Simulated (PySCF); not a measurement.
## How methods differ on the ionisation energy of Tl⁵²⁺

Tl⁵²⁺ [Ar] 3d10 4s1 (2S) → Tl⁵³⁺ [Ar] 3d10 (1S), as a difference of total energies. All numbers are calculated (PySCF 2.14, scalar relativity by spin-free X2C-1e, in an even-tempered Gaussian basis (18 s from 6.9 bohr⁻², ratio 2.5; 14 p from 9 bohr⁻², ratio 2.5; 8 d from 16 bohr⁻², ratio 2.5; 4 f from 40 bohr⁻², ratio 2.7; 4 g from 60 bohr⁻², ratio 2.7)). Correlated levels: outer shells: [Ne] frozen; virtual orbitals above 40 to 60 times the deepest correlated orbital energy dropped. The calculations carry no spin-orbit coupling.

```csv
method,ionisation energy (eV)
UHF,3158.5
MP2 (outer shells),3160.1
SCS-MP2 (outer shells),3159.7
CCSD (outer shells),3160.0
CCSD(T) (outer shells),3160.0
```

Breit and QED terms and the two-electron picture change are absent.

For comparison: 3164.7 ± 1.9 eV (semi-empirical (NIST evaluation); NIST Atomic Spectra Database, ionization energies).
